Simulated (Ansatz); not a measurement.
Basis-set extrapolation for AlBH$_{8}$Si$_{2}$ (PBE0-D4/def2-TZVP geometry, frozen core, Ansatz). Multiplicity 1, RHF reference.

|  | def2-TZVPP | def2-QZVPP |
| --- | --- | --- |
| HF | -849.092409 | -849.118327 |
| MP2 correlation | -0.458775 | -0.489120 |
| CCSD(T) correlation | -0.550777 | not run |

Energies in hartree. Use E(X) = E(∞) + A·exp(−7.88·√X) for Hartree–Fock and E(X) = E(∞) + B·X^(−2.97) for correlation, with X = 3 and 4, and add CCSD(T) minus MP2 of the smaller set to the MP2 limit.

What is the CCSD(T) energy at the basis-set limit?

HF limit: -849.118327 + (-0.025918) × 0.13774 = -849.12190. MP2 limit: -0.489120 + (-0.030345) × 0.74074 = -0.51160. Higher-order term: -0.550777 − (-0.458775) = -0.09200. Total: -849.72550 hartree, 2.24 eV below CCSD(T)/def2-TZVPP.
